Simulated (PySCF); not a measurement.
## IrSF₂, broken-symmetry Ms = 1/2: data card

These are results of PySCF, UPBE0, basis Ir def2-SVP with ECP60, S def2-SVP, F def2-SVP (scalar-relativistic core potentials, no spin–orbit coupling, density fitting), not measurements.

The structure is a minimum.

```json
{
 "Point group": "C2v",
 "Bond lengths": "Ir–F 1.858 Å (×2), Ir–S 2.114 Å",
 "Bond angles": "F–Ir–F 162.4°, F–Ir–S 98.8° (×2)",
 "Spin squared ⟨S²⟩": "1.761",
 "Rotational constants": "0.1316, 0.1261, 0.0644 cm⁻¹",
 "Lowest empty level (α)": "-4.82 eV",
 "Principal polarisabilities": "32.7, 43.6, 64.2 bohr³",
 "Zero-point energy": "14.4 kJ/mol",
 "Atomisation energy without zero-point energy": "1126 kJ/mol",
 "Dipole moment": "0.15 D",
 "Rotational symmetry number": "2",
 "Heat capacity Cp at 298.15 K": "69.1 J/(mol K)",
 "Enthalpy at 298.15 K above 0 K": "15.77 kJ/mol",
 "Principal quadrupole moments (Buckingham, traceless) about the centre of mass": "-10.12, 2.63, 7.48 D Å",
 "Highest occupied level (α)": "-7.49 eV",
 "Entropy at 298.15 K and 1 bar (electronic part: spin only)": "325.0 J/(mol K)"
}
```

Harmonic modes (masses in u: Ir 192.963, S 31.972, F 18.998):
```tsv
symmetry	ω (cm⁻¹)	IR (km/mol)	μ (u)	type
b2	156	0.0	25.10	bend
b1	179	4.5	23.34	bend
a1	223	3.6	21.39	bend
a1	478	2.4	36.49	stretch
a1	678	29.1	19.10	stretch
b2	698	159	22.19	stretch
```

In C2v the vibrations span 2b2 + b1 + 3a1. Here b1 is antisymmetric to the molecular plane and b2 lies in it.

Charges (e):
```csv
atom,Mulliken,Löwdin,polar tensor,spin (Mulliken),Mayer order to Ir1
Ir1,0.71,0.00,1.11,1.09,–
S2,0.02,0.35,-0.06,-0.42,1.80
"F3,4",-0.36,-0.17,-0.52,0.16,0.92
```

Mulliken populations on Ir1 (electrons outside its core potential): s 2.74, p 6.29, d 7.21, f 0.06.

Outer orbital energies (eV). α occupied: -12.39, -12.28, -11.63, -10.31, -9.84, -8.81, -8.77, -7.49; empty: -4.82, -3.25, -0.01, 0.73. β occupied: -12.13, -11.95, -11.52, -11.49, -11.17, -8.77, -8.42, -7.84; empty: -4.34, -4.33, -3.15, 0.23.

The determinant is spin-contaminated (⟨S²⟩ = 1.76, pure value 0.75). Only a few start shapes were tried, so a lower isomer may exist. Open d and f shells are described by one determinant, and the ground state may have another occupation or spin. At this level a quartet minimum of C2v symmetry lies 35 kJ/mol below this structure. With an element this heavy the missing spin–orbit coupling can shift these numbers.

The final relaxation and frequency run took of the order of 2.6 core-minutes on a shared host.
